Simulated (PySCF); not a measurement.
Computed properties of C₃H₇BFN, SMILES C=C(C)B(N)F

C₃H₇BFN, SMILES C(B(N)F)(=C)C. Geometry optimised at B3LYP-D3(BJ)/def2-SVP. This is a generated structure with no PubChem entry under its InChIKey; it may be hypothetical. One conformer was computed; it need not be the lowest. All values are computed for the isolated molecule unless a solvent is named; none is compared with measurement here.

**Structure.** The optimised structure has Cs symmetry. All 33 harmonic modes at B3LYP-D3(BJ)/def2-SVP (PySCF) are real, so it is a minimum. With heavy atoms numbered as in [CH2:1]=[C:2]([CH3:3])[B:4]([NH2:5])[F:6], the shortest bond between them is C1–C2 at 1.344 Å and the longest C2–B4 at 1.569 Å.

**Vibrations.** The strongest infrared lines (harmonic, unscaled, degenerate partners summed) lie at 1594 cm⁻¹ (219 km/mol, H 65 %, N 21 %, B 11 %), 467 cm⁻¹ (150 km/mol, H 81 %, N 18 %), 1386 cm⁻¹ (110 km/mol, B 47 %, H 30 %, C 15 %). The softest mode is at 67 cm⁻¹ and the zero-point energy is 65.5 kcal/mol.

**Electronic structure.** B3LYP/def2-TZVP (PySCF) places the frontier levels at -7.15 and -0.73 eV, a gap of 6.42 eV, and gives a dipole moment of 2.28 D and a mean polarisability of 59.2 bohr³. PBE/def2-TZVP (PySCF) at the same geometry gives -6.24 and -1.47 eV, so its gap is 1.65 eV narrower. An orbital gap is neither the optical nor the fundamental gap.

**Excitations.** TDA-PBE0/def2-SVPD (PySCF) has S1 at 6.68 eV (186 nm, f = 0.000, dark); the most intense of the 10 singlets computed lies at 6.81 eV (f = 0.58). T1 (TDA) is at 3.85 eV, 2.83 eV under S1. TDA-PBE/def2-SVPD (PySCF) puts S1 at 5.95 eV. No vertical singlet excitation falls in the visible range (under 3.1 eV).

**NMR.** GIAO shifts at B3LYP/pcSseg-1 (PySCF) (non-relativistic, atoms alike by connectivity averaged): ¹³C from 26.1 to 149.2 ppm against TMS; ¹H from 2.1 to 6.3 ppm against TMS; ¹⁹F at -140.3 ppm against CFCl3; ¹¹B at 16.7 ppm against BF3.
